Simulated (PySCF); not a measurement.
A structure optimised at B3LYP-D3(BJ)/def2-SVP, used in a PySCF frequency run:

```
Ge
H 1 1.5441
O 1 1.8999 2 109.82
C 3 1.3610 1 87.82 2 116.86
C 4 1.3540 3 113.22 1 0.05
H 5 1.0870 4 130.11 3 -179.74
H 4 1.0989 5 130.13 6 0.38
C 1 1.9500 2 112.58 3 -123.78
H 8 1.0989 1 109.39 2 174.22
H 8 1.1004 9 109.51 1 120.77
H 8 1.1012 9 109.15 10 118.71
```

Task: Write its SMILES and formula.

Result: [CH3][Ge@H]1[CH]=C[O]1, C3H6GeO

Task: What are its rotational constants (standard atomic weights)?

Result: 7.1526, 2.8254, 2.5840 GHz
